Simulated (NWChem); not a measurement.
System: C$_{2}$H$_{6}$BeS; SMILES [CH3][Be][S]C

The following NWChem deck was run.

```
start job
memory heap 200 mb stack 900 mb global 1100 mb
geometry units angstroms
  Be    -0.711136     0.533886     0.607550
  C     -1.954052     1.529008     1.271420
  H     -2.443104     1.082064     2.135787
  H     -2.766390     1.745238     0.579438
  H     -1.619750     2.505057     1.617269
  S      0.684424    -0.643243     0.064442
  C      0.971832    -0.528947    -1.739278
  H      0.072429    -0.812353    -2.275339
  H      1.773351    -1.226736    -1.962232
  H      1.272888     0.479441    -2.002165
end
basis spherical
  * library def2-svp
end
dft
  xc pbe0
  iterations 150
end
driver
  maxiter 120
end
task dft optimize
task dft freq
```

Excerpt of the output:

```
             Northwest Computational Chemistry Package (NWChem) 7.3.0
             --------------------------------------------------------

 C1  symmetry detected

                             Geometry "geometry" -> ""
                             -------------------------

 Output coordinates in angstroms (scale by  1.889725989 to convert to a.u.)

  No.       Tag          Charge          X              Y              Z
 ---- ---------------- ---------- -------------- -------------- --------------
    1 Be                   4.0000     0.08603429    -1.04664488     0.00597262
    2 C                    6.0000    -0.22522418    -2.74338146     0.00009789
    3 H                    1.0000     0.54079191    -3.31641402    -0.52039623
    4 H                    1.0000    -1.15598540    -3.02207098    -0.49133189
    5 H                    1.0000    -0.28778492    -3.19819597     0.98664283
    6 S                   16.0000     0.63038265     0.77868652    -0.00009745
    7 C                    6.0000    -0.82047679     1.89406964     0.00025775
    8 H                    1.0000    -1.41754184     1.72379149    -0.88919421
    9 H                    1.0000    -0.42426517     2.90502673    -0.00546933
   10 H                    1.0000    -1.41126834     1.73132893     0.89528370

 Effective nuclear repulsion energy (a.u.)     120.1840668487

                                Z-matrix (autoz)
                                --------

 Units are Angstrom for bonds and degrees for angles

      Type          Name      I     J     K     L     M      Value
      ----------- --------  ----- ----- ----- ----- ----- ----------
    1 Stretch                  1     2                       1.72506
    2 Stretch                  1     6                       1.90478
    3 Stretch                  2     3                       1.08906
    4 Stretch                  2     4                       1.08880
    5 Stretch                  2     5                       1.08814
    6 Stretch                  6     7                       1.83005
    7 Stretch                  7     8                       1.08471
    8 Stretch                  7     9                       1.08584
    9 Stretch                  7    10                       1.08471
   10 Bend                     1     2     3               113.09436
   11 Bend                     1     2     4               114.05027
   12 Bend                     1     2     5               114.73356
   13 Bend                     1     6     7               110.94642
   14 Bend                     2     1     6               173.77803
   15 Bend                     3     2     4               104.52992
   16 Bend                     3     2     5               104.70369
   17 Bend                     4     2     5               104.65966
   18 Bend                     6     7     8               109.91031
   19 Bend                     6     7     9               106.15078
   20 Bend                     6     7    10               109.90857
   21 Bend                     8     7     9               110.04003
   22 Bend                     8     7    10               110.68607
   23 Bend                     9     7    10               110.04608
   24 Torsion                  1     6     7     8         -60.91348
   25 Torsion                  1     6     7     9        -179.88193
   26 Torsion                  1     6     7    10          61.14335
   27 Torsion                  2     1     6     7         176.60454
   28 Torsion                  3     2     1     6         -27.72942
   29 Torsion                  4     2     1     6        -147.00260
   30 Torsion                  5     2     1     6          92.28628

                           NWChem Geometry Optimization
                           ----------------------------

 maximum gradient threshold         (gmax) =   0.000450
 rms gradient threshold             (grms) =   0.000300
 maximum cartesian step threshold   (xmax) =   0.001800
 rms cartesian step threshold       (xrms) =   0.001200
 fixed trust radius                (trust) =   0.300000
 source of zmatrix                         =   autoz

          -------------------
          Energy Minimization
          -------------------

 Using diagonal initial Hessian
 Scaling for Hessian diagonals: bonds = 1.00  angles = 0.25  torsions = 0.10

          --------
          Step   0

                                 NWChem DFT Module
                                 -----------------

 Summary of "ao basis" -> "ao basis" (spherical)
 ------------------------------------------------------------------------------
       Tag                 Description            Shells   Functions and Types
 ---------------- ------------------------------  ------  ---------------------
 Be                         def2-svp                 5        9   3s2p
 C                          def2-svp                 6       14   3s2p1d
 H                          def2-svp                 3        5   2s1p
 S                          def2-svp                 8       18   4s3p1d

            General Information
            -------------------
          SCF calculation type: DFT
          Wavefunction type:  closed shell.
          No. of atoms     :    10
          No. of electrons :    38
           Alpha electrons :    19
            Beta electrons :    19
          Charge           :     0
          Spin multiplicity:     1
          Use of symmetry is: off; symmetry adaption is: off
          Maximum number of iterations: 150
          AO basis - number of functions:    85
                     number of shells:    43
          Convergence on energy requested:  1.00D-06
          Convergence on density requested:  1.00D-05
          Convergence on gradient requested:  5.00D-04

[...]

      ----------------------
      Optimization converged
      ----------------------

  Step       Energy      Delta E   Gmax     Grms     Xrms     Xmax
  ---- ---------------- -------- -------- -------- -------- --------
@   21    -492.33191273 -1.1D-08  0.00001  0.00000  0.00016  0.00038
                                     ok       ok       ok       ok

                                Z-matrix (autoz)
                                --------

 Units are Angstrom for bonds and degrees for angles

[...]

 Rotational Constants
 --------------------
 A=   0.459300 cm-1  (  0.660815 K)
 B=   0.088263 cm-1  (  0.126987 K)
 C=   0.076190 cm-1  (  0.109617 K)

 Temperature                      =   298.15K
 frequency scaling parameter      =   1.0000

 Zero-Point correction to Energy  =   47.558 kcal/mol  (  0.075789 au)
 Thermal correction to Energy     =   51.962 kcal/mol  (  0.082807 au)
 Thermal correction to Enthalpy   =   52.554 kcal/mol  (  0.083750 au)

 Total Entropy                    =   84.725 cal/mol-K
   - Translational                =   38.681 cal/mol-K (mol. weight =  71.0312)
   - Rotational                   =   25.749 cal/mol-K (symmetry #  =        1)
   - Vibrational                  =   20.296 cal/mol-K

 Cv (constant volume heat capacity) =   21.088 cal/mol-K
   - Translational                  =    2.979 cal/mol-K
   - Rotational                     =    2.979 cal/mol-K
   - Vibrational                    =   15.129 cal/mol-K

[normal modes left out]

 ----------------------------------------------------------------------------
 Normal Eigenvalue ||           Projected Infra Red Intensities
  Mode   [cm**-1]  || [atomic units] [(debye/angs)**2] [(KM/mol)] [arbitrary]
 ------ ---------- || -------------- ----------------- ---------- -----------
    1       -0.000 ||    0.000118           0.003         0.115       0.070
    2       -0.000 ||    0.000096           0.002         0.094       0.057
    3        0.000 ||    0.000933           0.022         0.909       0.549
    4        0.000 ||    0.000174           0.004         0.169       0.102
    5        0.000 ||    0.000379           0.009         0.369       0.223
    6        0.000 ||    0.001680           0.039         1.638       0.989
    7       19.111 ||    0.000334           0.008         0.326       0.197
    8       56.296 ||    0.000023           0.001         0.022       0.013
    9      100.627 ||    0.003008           0.069         2.933       1.770
   10      221.208 ||    0.007471           0.172         7.283       4.397
   11      294.271 ||    0.004558           0.105         4.444       2.683
   12      452.801 ||    0.006124           0.141         5.970       3.604
   13      666.335 ||    0.078171           1.803        76.205      46.003
   14      677.785 ||    0.062549           1.443        60.976      36.810
   15      720.011 ||    0.005023           0.116         4.897       2.956
   16      956.494 ||    0.008493           0.196         8.279       4.998
   17      971.984 ||    0.008790           0.203         8.569       5.173
   18     1084.607 ||    0.135395           3.124       131.990      79.679
   19     1235.697 ||    0.122452           2.825       119.372      72.062
   20     1336.687 ||    0.009166           0.211         8.935       5.394
   21     1414.652 ||    0.002266           0.052         2.209       1.334
   22     1416.283 ||    0.001462           0.034         1.425       0.860
   23     1453.814 ||    0.009012           0.208         8.785       5.303
   24     1458.615 ||    0.008409           0.194         8.198       4.949
   25     3034.374 ||    0.000080           0.002         0.078       0.047
   26     3074.822 ||    0.021961           0.507        21.409      12.924
   27     3125.746 ||    0.003935           0.091         3.836       2.316
   28     3132.832 ||    0.004388           0.101         4.278       2.582
   29     3188.781 ||    0.002272           0.052         2.215       1.337
   30     3189.599 ||    0.001054           0.024         1.027       0.620
 ----------------------------------------------------------------------------
```

Level: PBE0/def2-SVP.
